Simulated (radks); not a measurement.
The numbers below are computed, except where a source is named.
Problem. Radial electron density D(r) = 4 pi r^2 rho(r) of an atom or ion with 35 electrons. Level of theory: Dirac Kohn-Sham, PBE, spin-unpolarised, spherical densities, point nucleus (a radial shooting solver on a logarithmic mesh with Libxc functionals).

r (bohr)  D(r) (e/bohr)
0.001188          1.842
0.001523          2.839
0.001952          4.335
0.002501          6.543
0.003205          9.730
0.004107          14.20
0.005305          20.44
0.006798          28.19
0.008711          37.37
0.01116           47.12
0.01431           55.82
0.01848           61.45
0.02368           61.97
0.03035           58.17
0.03889           54.04
0.04983           55.48
0.06386           64.92
0.08249           76.09
0.1057            76.03
0.1355            62.85
0.1736            51.78
0.2224            56.04
0.285             62.60
0.3682            49.85
0.4718            27.03
0.6046            15.47
0.7748            13.20
0.9929            8.262
1.272             2.556
1.644            0.3115
2.106           0.01395
2.699         0.0001687

What is the nuclear charge?

Solution. Z = 48. The innermost maximum, from 1s, lies near gamma/Z bohr with gamma = sqrt(1 - (Z/c)^2) = 0.937, here 0.0195 bohr (found: 0.0213), and its height grows with Z. The density is that of the cadmium ion Cd13+ in [Ar] 3d10 4s2 4p5; the configuration itself is not fixed sharply by these data, and Z only to a few units. D(r) has 3 maxima, at r = 0.0213, 0.0938, 0.283 bohr, and minima at 0.0421, 0.182 bohr, inside which lie 2.03, 11.07 electrons.
